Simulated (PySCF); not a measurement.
**Computed properties of CH7F2NSi2, SMILES F[SiH2]C([SiH2]F)N**

CH₇F₂NSi₂, SMILES NC([SiH2]F)[SiH2]F. The structure is a stationary point at r2SCAN-D4/def2-SVP. This is a generated structure with no PubChem entry under its InChIKey; it may be hypothetical. One conformer was computed; it need not be the lowest. All values are computed for the isolated molecule unless a solvent is named; none is compared with measurement here.

**Structure.** All 33 harmonic modes at r2SCAN-D4/def2-SVP (PySCF) are real, so it is a minimum. With heavy atoms numbered as in [NH2:1][CH:2]([SiH2:3][F:4])[SiH2:5][F:6], the shortest bond between them is N1–C2 at 1.483 Å and the longest C2–Si5 at 1.881 Å.

**Vibrations.** The strongest infrared lines (harmonic, unscaled, degenerate partners summed) lie at 913 cm⁻¹ (313 km/mol, H 71 %, Si 17 %, F 9 %), 2238 cm⁻¹ (229 km/mol, H 97 %), 968 cm⁻¹ (209 km/mol, H 75 %, Si 18 %). The softest mode is at 34 cm⁻¹ and the zero-point energy is 53.0 kcal/mol.

**Electronic structure.** HF/def2-TZVP (PySCF) places the frontier levels at -10.45 and 2.77 eV, a gap of 13.22 eV, and gives a dipole moment of 2.43 D and a mean polarisability of 62.7 bohr³. PBE/def2-TZVP (PySCF) at the same geometry gives -5.71 and -1.16 eV, so its gap is 8.67 eV narrower. An orbital gap is neither the optical nor the fundamental gap.

**Excitations.** TDDFT-PBE0/def2-SVPD (PySCF) has S1 at 5.60 eV (222 nm, f = 0.023, weak); the most intense of the 10 singlets computed lies at 7.20 eV (f = 0.08). T1 (TDA) is at 5.32 eV. TDDFT-PBE/def2-SVPD (PySCF) puts S1 at 4.67 eV. No vertical singlet excitation falls in the visible range (under 3.1 eV).

**NMR.** GIAO shifts at PBE0/pcSseg-1 (PySCF) (non-relativistic, atoms alike by connectivity averaged): ¹³C at 37.1 ppm against TMS; ¹H from 0.9 to 5.4 ppm against TMS; ²⁹Si at 7.7 ppm against TMS; ¹⁹F at -233.5 ppm against CFCl3.

**Solvation.** SMD-PBE0/def2-SVP (PySCF) gives -2.2 kcal/mol in water, -6.0 kcal/mol in ethanol, -4.9 kcal/mol in 1-octanol (1 M in both phases, gas-phase geometry); of these solvents ethanol holds the molecule best.
